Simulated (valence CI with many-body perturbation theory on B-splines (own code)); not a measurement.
# Energy levels of F3+

Method: configuration interaction combined with many-body perturbation theory (CI+MBPT): four valence electrons over a frozen Dirac-Fock core [He], radial functions for each j: 11 s, 11 p, 10 d, 8 f, 5 g, 2 h, with the one-electron correlation potential Σ1, the two-electron term Σ2, the three-electron term Σ3, Breit, model QED; selected CI, second order for the rest, scaled by the run's own slope (own B-spline code, finite nucleus).

Set against measurement, 48 paired levels are off by 141 cm⁻¹ on average, the worst by 849. These come from a selection out of Moore, Atomic Energy Levels, vol. I, NSRDS-NBS 35 (1971 reprint of NBS Circular 467, 1949), an old analysis. Levels without a partner in it may be off by more. Among the levels kept, up to 2200 cm⁻¹ of a level comes from second order outside the variational space, and about a tenth of that is noise between levels of different J, which matters for small intervals. 1 measured level below the end of the list, from 492395 cm⁻¹ on, found no clear computed partner, and computed levels of the same name lie up to 459 cm⁻¹ from them.

Levels 136 to 180 of 214, with energies above the lowest level, 2s2 2p2 3P_0. "Leading %" is the weight of the configuration and term that name the level; weights of strongly mixed levels are sums over their largest components and can fall short. Lifetimes count E1, E2, E3, M1 and M2 decay at the calculated energies, and are blank where another channel may lead or the interval is too uncertain; long ones can be off by a factor of two.

| No. | Configuration | Term | J | E (cm⁻¹) | Leading % | Lifetime | Second component |
| --- | --- | --- | --- | --- | --- | --- | --- |
| 136 | 2s 2p2 3p | 1D° | 2 | 609874 | 92 | 66.3 ps |  |
| 137 | 2s 2p2 3p | 3D° | 1 | 612183 | 95 | 602 ps |  |
| 138 | 2s 2p2 3p | 3D° | 3 | 612185 | 95 | 604 ps |  |
| 139 | 2s 2p2 3p | 3D° | 2 | 612194 | 95 | 606 ps |  |
| 140 | 2s 2p2 3p | 1F° | 3 | 612911 | 95 | 70.6 ps |  |
| 141 | 2s2 2p 5s | 3P° | 0 | 614213 | 67 | 312 ps | 26 % 2s 2p2 3p 3P° |
| 142 | 2s2 2p 5s | 3P° | 1 | 614372 | 65 | 307 ps | 27 % 2s 2p2 3p 3P° |
| 143 | 2s2 2p 5s | 3P° | 2 | 614754 | 62 | 324 ps | 32 % 2s 2p2 3p 3P° |
| 144 | 2s 2p2 3s | 3S | 1 | 615691 | 83 | 57.4 ps | 10 % 2s2 2p 5p 3S |
| 145 | 2s 2p2 3p | 1P° | 1 | 616393 | 57 | 56.6 ps | 36 % 2s2 2p 5s 1P° |
| 146 | 2s2 2p 5s | 1P° | 1 | 617822 | 56 | 273 ps | 37 % 2s 2p2 3p 1P° |
| 147 | 2s 2p2 3p | 3P° | 0 | 620079 | 64 | 646 ps | 26 % 2s2 2p 5s 3P° |
| 148 | 2s 2p2 3p | 3P° | 1 | 620167 | 62 | 624 ps | 28 % 2s2 2p 5s 3P° |
| 149 | 2s 2p2 3p | 3P° | 2 | 620301 | 59 | 591 ps | 31 % 2s2 2p 5s 3P° |
| 150 | 2s2 2p 5p | 1P | 1 | 621329 | 85 | 318 ps | 5 % 2s 2p2 3s 1P |
| 151 | 2s2 2p 5p | 3D | 1 | 622689 | 90 | 1.01 ns |  |
| 152 | 2s2 2p 5p | 3D | 2 | 622884 | 90 | 1.07 ns |  |
| 153 | 2s2 2p 5p | 3D | 3 | 623331 | 94 | 1.11 ns |  |
| 154 | 2s2 2p 5p | 3P | 0 | 623690 | 89 | 446 ps |  |
| 155 | 2s2 2p 5p | 3P | 1 | 623841 | 81 | 450 ps | 6 % 2s2 2p 5p 3S |
| 156 | 2s2 2p 5p | 3P | 2 | 624170 | 86 | 456 ps |  |
| 157 | 2s2 2p 5p | 3S | 1 | 624695 | 78 | 483 ps | 8 % 2s 2p2 3s 3S |
| 158 | 2s 2p2 3s | 1S | 0 | 625147 | 59 | 105 ps | 32 % 2s2 2p 5p 1S |
| 159 | 2s2 2p 5p | 1D | 2 | 625913 | 91 | 1.20 ns |  |
| 160 | 2s2 2p 5p | 1S | 0 | 628913 | 59 | 257 ps | 31 % 2s 2p2 3s 1S |
| 161 | 2s2 2p 5d | 3F° | 2 | 629372 | 79 | 588 ps | 14 % 2s2 2p 5d 1D° |
| 162 | 2s2 2p 5d | 3F° | 3 | 629656 | 90 | 595 ps |  |
| 163 | 2s2 2p 5d | 1D° | 2 | 629948 | 71 | 212 ps | 12 % 2s2 2p 5d 3F° |
| 164 | 2s2 2p 5d | 3F° | 4 | 630062 | 94 | 904 ps |  |
| 165 | 2s2 2p 5d | 3D° | 1 | 630608 | 82 | 80.2 ps | 10 % 2s2 2p 5d 3P° |
| 166 | 2s2 2p 5d | 3D° | 2 | 630754 | 62 | 92.5 ps | 21 % 2s2 2p 5d 3P° |
| 167 | 2s2 2p 5d | 3D° | 3 | 630987 | 90 | 79.5 ps |  |
| 168 | 2s2 2p 5d | 3P° | 2 | 631303 | 67 | 108 ps | 26 % 2s2 2p 5d 3D° |
| 169 | 2s2 2p 5d | 3P° | 1 | 631386 | 83 | 118 ps | 10 % 2s2 2p 5d 3D° |
| 170 | 2s2 2p 5d | 3P° | 0 | 631425 | 94 | 126 ps |  |
| 171 | 2s2 2p 5f | 3G | 3 | 631724 | 58 | 542 ps | 22 % 2s2 2p 5f 1F |
| 172 | 2s2 2p 5f | 3G | 4 | 631824 | 41 | 429 ps | 41 % 2s2 2p 5f 3F |
| 173 | 2s2 2p 5f | 3F | 3 | 631873 | 47 | 396 ps | 32 % 2s2 2p 5f 1F |
| 174 | 2s2 2p 5f | 3F | 2 | 631905 | 80 | 331 ps | 7 % 2s2 2p 5f 1D |
| 175 | 2s2 2p 5f | 1F | 3 | 632388 | 33 | 462 ps | 31 % 2s2 2p 5f 3G |
| 176 | 2s2 2p 5f | 3F | 4 | 632400 | 49 | 399 ps | 42 % 2s2 2p 5f 3G |
| 177 | 2s2 2p 5f | 3G | 5 | 632467 | 89 | 622 ps | 5 % 2s 2p2 3d 3G |
| 178 | 2s2 2p 5g | 3F° | 4 | 632618 | 37 | 907 ps | 32 % 2s2 2p 5g 3G° |
| 179 | 2s2 2p 5g | 3G° | 3 | 632624 | 55 | 631 ps | 20 % 2s2 2p 5g 1F° |
| 180 | 2s2 2p 5g | 3G° | 5 | 632626 | 40 | 911 ps | 30 % 2s2 2p 5g 3H° |

Names give the largest LS component (configuration and term), which can be under half, so a name can repeat, a term be missing and a line seem to break the LS rules; names also repeat where a configuration has a term twice.

Where two levels of one J and parity lie close, their mixing, g and order are uncertain.
